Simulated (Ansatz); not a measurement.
Basis-set extrapolation for BH₆N₃, SMILES `NB(N)N` (PBE0-D4/def2-TZVP geometry, frozen core, Ansatz). Multiplicity 1, RHF reference.

```json
{"": "HF", "cc-pV(T+d)Z": "-191.731706", "cc-pV(Q+d)Z": "-191.747539"}
{"": "MP2 correlation", "cc-pV(T+d)Z": "-0.744261", "cc-pV(Q+d)Z": "-0.796834"}
{"": "CCSD(T) correlation", "cc-pV(T+d)Z": "-0.799905", "cc-pV(Q+d)Z": "-0.847452"}
```

Energies in hartree. Use E(X) = E(∞) + A·exp(−5.46·√X) for Hartree–Fock and E(X) = E(∞) + B·X^(−3.05) for correlation, with X = 3 and 4.

Problem. What is the CCSD(T) energy at the basis-set limit?

Solution. HF limit: -191.747539 + (-0.015833) × 0.30130 = -191.75231. Correlation limit: -0.847452 + (-0.047547) × 0.71189 = -0.88130. Total: -192.63361 hartree, 64.0 kcal/mol below CCSD(T)/cc-pV(T+d)Z.
